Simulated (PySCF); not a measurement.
# Two-component Hartree-Fock for Si (silicon, neutral)

Start: [Ne] 3s2 3p2; 3p1/2 filled at m_j = -1/2, +1/2. Calculated with PySCF 2.14 in x2c-TZVPall-2c (5s6p2d1f, 40 functions): generalised Hartree-Fock with the X2C-1e Hamiltonian and a Gaussian nucleus; one run each with spin-orbit coupling (SO) switched off, then screened by Boettger's factors.

```json
{"spinor shell": "1s1/2", "electrons": "2", "ε, spin-free (eV)": "-1876.8", "ε, screened SO (eV)": "-1876.8", "weight of nominal j (screened SO)": "1.000", "rms radius, screened SO (bohr)": "0.129"}
{"spinor shell": "2s1/2", "electrons": "2", "ε, spin-free (eV)": "-168.19", "ε, screened SO (eV)": "-168.18", "weight of nominal j (screened SO)": "1.000", "rms radius, screened SO (bohr)": "0.612"}
{"spinor shell": "2p1/2", "electrons": "2", "ε, spin-free (eV)": "-115.73", "ε, screened SO (eV)": "-116.43", "weight of nominal j (screened SO)": "0.855", "rms radius, screened SO (bohr)": "0.597"}
{"spinor shell": "2p3/2", "electrons": "4", "ε, spin-free (eV)": "-115.73", "ε, screened SO (eV)": "-115.37", "weight of nominal j (screened SO)": "0.927", "rms radius, screened SO (bohr)": "0.600"}
{"spinor shell": "3s1/2", "electrons": "2", "ε, spin-free (eV)": "-14.731", "ε, screened SO (eV)": "-14.728", "weight of nominal j (screened SO)": "0.999", "rms radius, screened SO (bohr)": "2.38"}
{"spinor shell": "3p1/2", "electrons": "2", "ε, spin-free (eV)": "-8.088", "ε, screened SO (eV)": "-8.092", "weight of nominal j (screened SO)": "0.511", "rms radius, screened SO (bohr)": "2.98"}
```

```tsv
quantity	spin-free	screened SO
E (hartree)	-289.45086	-289.45150
M_J	0	0
⟨J²⟩	2.015	1.894
⟨L²⟩	2.011	2.017
⟨S²⟩	2.004	2.001
```

The determinant has a definite M_J but mixes levels of different J.

Each row is a mean over spinors that exchange with the open shell spreads, by up to 4.237 eV (3s1/2).

Rows whose weight is well below 1 are mixtures of j = l ± 1/2: exchange outweighs spin-orbit coupling there, and the label is only the starting occupation.

Without spin-orbit coupling the j labels of p, d and f shells carry no meaning; the spin-free column gives the mean over the occupied spinors of each nl shell.
